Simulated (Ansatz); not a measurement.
ClH$_{5}$OSiSn, SMILES `O[SiH2][SnH2][Cl]` at its PBE0-D4/def2-TZVP geometry, where that method's forces vanish. The species carries charge 0 and has multiplicity 1. Sn: def2 effective core potential.

```xyz
9

O     1.5065   -0.6125   -1.2018
Si    1.0054    0.7201   -0.3870
Sn   -1.1111   -0.0385    0.8738
Cl   -1.4375   -2.0316   -0.3751
H     0.8471   -1.3051   -1.3261
H     2.0752    1.1609    0.5408
H     0.6580    1.8461   -1.2938
H    -0.9775   -0.5697    2.4893
H    -2.5661    0.8304    0.6800
```

Question: What forces (eV/Å) does r2SCAN-D4/def2-TZVPP give on these atoms in Ansatz 0.2.0? (Best estimate.)

Answer: The calculation gave: 
```
O1   0.030 -0.028 -0.022
Si2  0.005  0.061  0.018
Sn3  0.022  0.089  0.046
Cl4 -0.011 -0.064 -0.039
H5  -0.014 -0.021 -0.005
H6  -0.013 -0.002 -0.023
H7   0.013 -0.009  0.014
H8  -0.015 -0.012  0.005
H9  -0.017 -0.012  0.005
```
